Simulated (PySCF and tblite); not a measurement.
The numbers below are computed, except where a source is named.
2 diastereomers of C₅H₇FO₂, numbered alike:

```csv
isomer,SMILES,descriptors (one enantiomer)
A,[CH3:1][O:2][C@@H:3]1[CH:4]=[CH:5][O:6][C@@H:7]1[F:8],"3R, 7R"
B,[CH3:1][O:2][C@H:3]1[CH:4]=[CH:5][O:6][C@@H:7]1[F:8],"3S, 7R"
```

Each isomer is a Boltzmann average at 298.15 K over at most 4 conformers: PBE0-D3(BJ)/def2-SVP geometries, energies CAM-B3LYP/def2-TZVP (IEF-PCM, chloroform) (D3(BJ) added where defined), GFN2-xTB thermal terms. Programs: PySCF with density fitting and tblite.

Q: Rank the isomers by free energy at 298.15 K.

A: 
| isomer | ΔG (kcal/mol) | ΔE, lowest conformer | conformers | largest weight % | rms dipole (D) |
| --- | --- | --- | --- | --- | --- |
| B | 0.0 | 0.0 | 2 | 58 | 2.33 |
| A | 2.5 | 2.3 | 3 | 72 | 3.00 |

ΔG is for one enantiomer.

Q: If they could interconvert freely, what would the mixture hold (chiral isomers as racemates)?

A: B 99 %, A 1 %. A racemate gains RT ln 2.
